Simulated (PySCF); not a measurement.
H3P.

```xyz
4

P      0.0000     0.0000    -0.1282
H      1.0323     0.5960     0.6412
H      0.0000    -1.1920     0.6412
H     -1.0323     0.5960     0.6412
```

Geometry optimised at B3LYP-D3(BJ)/def2-TZVP.

Calculation: PySCF with HF/pcSseg-1. Non-relativistic, no solvent.

Computed absolute GIAO shielding of each atom: isotropic value and principal components (ppm):
| atom | σ(iso) | σ11 | σ22 | σ33 | span |
|---|---|---|---|---|---|
| P1 | 598.4 | 568.6 | 613.3 | 613.3 | 44.6 |
| H2 | 29.7 | 25.5 | 26.4 | 37.2 | 11.7 |
| H3 | 29.7 | 25.5 | 26.4 | 37.2 | 11.7 |
| H4 | 29.7 | 25.5 | 26.4 | 37.2 | 11.7 |
